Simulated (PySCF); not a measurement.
Si(F)(NHMe)(OH)2 (CH6FNO2Si), SMILES CN[Si](O)(O)F. Atoms are numbered in the order given.

```xyz
12

C      2.3360     0.0671    -0.4903
N      1.0717    -0.6291    -0.4950
Si    -0.4016    -0.0207     0.0793
O     -0.5378     1.5880    -0.2535
O     -1.5695    -0.9922    -0.5577
F     -0.5988    -0.0502     1.6876
H      3.0242    -0.2816     0.3009
H      2.1610     1.1396    -0.3190
H      2.8604    -0.0269    -1.4570
H      1.1222    -1.6194    -0.7033
H     -0.4370     1.8219    -1.1805
H     -2.3795    -1.0572    -0.0435
```
Charge 0, spin multiplicity 1.

The structure is a stationary point at PBE0-D3(BJ)/def2-SVP. This is a generated structure with no PubChem entry under its InChIKey; it may be hypothetical. One conformer was computed; it need not be the lowest.

Calculation: PBE0/pcSseg-1 run with PySCF.

GIAO shieldings, no solvent; atoms listed in one row are averaged. δ = σ(ref) − σ: ¹³C against TMS (σ = 186.3 ppm); ¹⁵N against NH3 (σ = 267.4 ppm); ²⁹Si against TMS (σ = 352.7 ppm); ¹⁷O against H2O (σ = 334.2 ppm); ¹⁹F against CFCl3 (σ = 167.2 ppm); ¹H against TMS (σ = 31.56 ppm), references at their B3LYP-D3(BJ)/def2-TZVP geometries, non-relativistic.

Computed chemical shifts:
```csv
nucleus,atoms,count,δ (ppm)
¹³C,C1,1,30.8
¹⁵N,N2,1,27.4
²⁹Si,Si3,1,-58.9
¹⁷O,O5,1,47.4
¹⁷O,O4,1,43.7
¹⁹F,F6,1,-162.4
¹H,"H7, H8, H9",3,2.88
¹H,H12,1,1.93
¹H,H11,1,1.48
¹H,H10,1,0.76
```
